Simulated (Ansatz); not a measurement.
This geometry of AlBrCl$_{3}$H (6 atoms, charge 0, multiplicity 1) is a first-order saddle point.

All numbers below come from RKS PBE0/def2-SVP in Ansatz.

```xyz
6
Properties=species:S:1:pos:R:3
Al 0.020 -0.344 0.034
Cl 0.017 0.166 2.238
Cl 1.827 0.168 -0.883
Cl -1.815 0.083 -0.872
Br 0.076 -2.662 0.844
H 0.053 -1.439 1.985
```

(1) Which two structures does it join? (They come from a converged band through this point; their orientation in space is the band's.)

(2) How far does it lie above each of them?

Answers

(1) Bonds broken: Br5–H6. Bonds formed: Cl2–H6.

First end point:

```xyz
6
Properties=species:S:1:pos:R:3
Al 0.010 -0.013 0.118
Cl 0.002 0.638 2.127
Cl 1.806 0.119 -0.955
Cl -1.798 0.027 -0.940
Br 0.079 -2.625 0.820
H 0.078 -2.173 2.177
```

Last end point:

```xyz
6
Properties=species:S:1:pos:R:3
Al 0.021 -0.615 -0.188
Cl 0.014 0.095 2.268
Cl 1.803 0.281 -0.831
Cl -1.803 0.198 -0.824
Br 0.076 -2.823 0.340
H 0.065 -1.164 2.581
```

(2) 4.1 kcal/mol above the first and 4.5 kcal/mol above the second. This is the barrier of this one path; another mechanism may lie lower. The orbitals stay closed-shell, which can raise the energy where a bond breaks towards radicals; this wasn't checked here.

Time of the run: 95 s on 4 threads of Arm Neoverse V2 (shared host), peak memory 0.29 GiB.
